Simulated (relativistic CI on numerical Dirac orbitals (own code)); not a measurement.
Computed by Dirac-Coulomb-Breit CI, separate exchange-only KLI orbitals for each configuration, QED by a radiative potential, unscaled Slater integrals (own radial code, finite nucleus).

Configurations in the expansion (outside the closed core [Ne]): 3s²3p⁶, 3s²3p⁵3d, 3s3p⁶3d, 3s²3p⁵4s, 3s²3p⁵4p, 3s²3p⁵4d, 3s3p⁶4s, 3p⁶3d4p, 3s²3p⁵4f, 3s3p⁶4p, 3s3p⁶4d, 3s3p⁶4f, 3s²3p⁵5s, 3s²3p⁵5p, 3s²3p⁵5d, 3s²3p⁵5f, 3s²3p⁵5g, 3s3p⁶5s, 3s3p⁶5p, 3s3p⁶5d, 3s3p⁶5f, 3p⁶3d², 3p⁵3d³, 3p⁵3d²4s, 3p⁵3d²4p, 3p⁵3d²4d, 3p⁶3d4s, 3p⁵3d4s², 3p⁵3d4s4p, 3p⁵3d4s4d, 3p⁶4s², 3p⁵4s²4p, 3p⁵4s²4d. Double excitations out of closed p, d and f shells are left out; levels of such configurations are missing from the list, as are those of other unlisted configurations, and high levels can miss mixing partners. These lack a partner that the ground configuration has and come out too high: 3s²3p⁵4f, 3s²3p⁵5s, 3s²3p⁵5p, 3s²3p⁵5d, 3s²3p⁵5f.

At this charge energies of transitions that change n are usually good to better than 1 %, and those within a shell (Δn = 0) to a few per cent.

Outline of the computed level scheme of Te XXXV. Lowest level of each configuration: 3s²3p⁶ ¹S0 at 0.000 eV; 3s²3p⁵3d ³P°0 at 148.752 eV; 3s3p⁶3d ³D1 at 350.425 eV; 3p⁶3d² ³F2 at 711.619 eV; 3p⁵3d³ ⁵F°2 at 857.819 eV.

Some strong electric-dipole decays among the lowest 45 levels: 3s²3p⁵3d ¹P°1 → 3s²3p⁶ ¹S0 (1.1e+12 s⁻¹); 3s3p⁶3d ³D2 → 3s²3p⁵3d ³F°3 (2.8e+11 s⁻¹); 3s3p⁶3d ³D3 → 3s²3p⁵3d ³F°4 (2.8e+11 s⁻¹); 3s3p⁶3d ³D1 → 3s²3p⁵3d ³D°2 (1.7e+11 s⁻¹); 3s²3p⁵3d ³D°1 → 3s²3p⁶ ¹S0 (1.6e+11 s⁻¹); 3s3p⁶3d ³D1 → 3s²3p⁵3d ³P°1 (1.5e+11 s⁻¹); 3s3p⁶3d ³D2 → 3s²3p⁵3d ³D°2 (9.5e+10 s⁻¹); 3s3p⁶3d ³D1 → 3s²3p⁵3d ³P°0 (7.8e+10 s⁻¹).

LS names give the leading component of a level, which can be under half, so a name can repeat, a term be missing and a line seem to break the LS rules.
